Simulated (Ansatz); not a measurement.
SbH2I. Charge 0, multiplicity 1. Geometry r2SCAN-D4/def2-TZVP; atoms count from 1.

```xyz
4

Sb    0.243    0.806   -0.215
H     1.477   -0.219    0.386
H    -0.013   -0.277   -1.517
I    -1.707   -0.310    1.345
```

In the def2 sets I, Sb take a core potential; there is no spin–orbit coupling.

Estimate the Mulliken populations from the PBE0/def2-TZVP orbitals of Ansatz.


| atom | charge (e) |
| --- | --- |
| Sb1 | 0.20 |
| H2 | 0.01 |
| H3 | 0.01 |
| I4 | -0.23 |
Mulliken values and Mayer orders depend strongly on the basis.

And the Mayer bond orders between bonded heavy atoms (over 0.3)?

Sb1–I4 1.07 (2.74 Å).
